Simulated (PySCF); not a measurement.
# Exercise with solution: entropy of an ideal gas

Ge(F)(Cl)(NH2)2 (ClFGeH4N2), SMILES [NH2][Ge]([NH2])([F])[Cl].

Coordinates come from a TPSSh-D3(BJ)/def2-SVP optimisation. One conformer was computed; it need not be the lowest.

PySCF with TPSSh-D3(BJ)/def2-SVP gives the harmonic wavenumbers 115, 149, 182, 212, 229, 248, 285, 343, 416, 570, 700, 731, 759, 857, 900, 1531, 1554, 3507, 3544, 3604, 3656 cm⁻¹ and the rotational temperatures 0.1600, 0.0994, 0.0951 K. The molar mass is 159.12 g/mol, the symmetry number 1, the spin multiplicity 1.

Question: Work out the entropy at 298.15 K and 1 atm in the rigid-rotor, harmonic-oscillator model.

Answer: 
Translation (Sackur–Tetrode at 1 atm): S = R[1.5 ln M + 2.5 ln T − 1.16487] = 172.0 J/(mol K).
Rotation: q = (√π/σ) T^1.5/√(θA θB θC) = 235000, S = R[ln q + 3/2] = 115.3 J/(mol K).
Vibration: with u = 1.4388 ν/T, each mode gives R[u/(e^u − 1) − ln(1 − e^−u)]:
| ν (cm⁻¹) | modes | u | S (J/(mol K)) |
|---|---|---|---|
| 115 | 1 | 0.55 | 13.32 |
| 149 | 1 | 0.72 | 11.23 |
| 182 | 1 | 0.88 | 9.66 |
| 212 | 1 | 1.02 | 8.48 |
| 229 | 1 | 1.11 | 7.89 |
| 248 | 1 | 1.20 | 7.30 |
| 285 | 1 | 1.38 | 6.29 |
| 343 | 1 | 1.66 | 5.01 |
| 416 | 1 | 2.01 | 3.79 |
| 570 | 1 | 2.75 | 2.11 |
| 700 | 1 | 3.38 | 1.28 |
| 731 | 1 | 3.53 | 1.14 |
| 759 | 1 | 3.66 | 1.02 |
| 857 | 1 | 4.14 | 0.69 |
| 900 | 1 | 4.34 | 0.58 |
| 1531 | 1 | 7.39 | 0.04 |
| 1554 | 1 | 7.50 | 0.04 |
The stiffer modes add less than 0.005 each. Sum 79.9 J/(mol K).
Spin: R ln 1 = 0.0 J/(mol K).
Total 367.1 J/(mol K); the program's own thermochemistry gives 367.2. Translation makes up 47 % and vibration 22 %. Anharmonicity, hindered rotation and orbital degeneracy are left out.
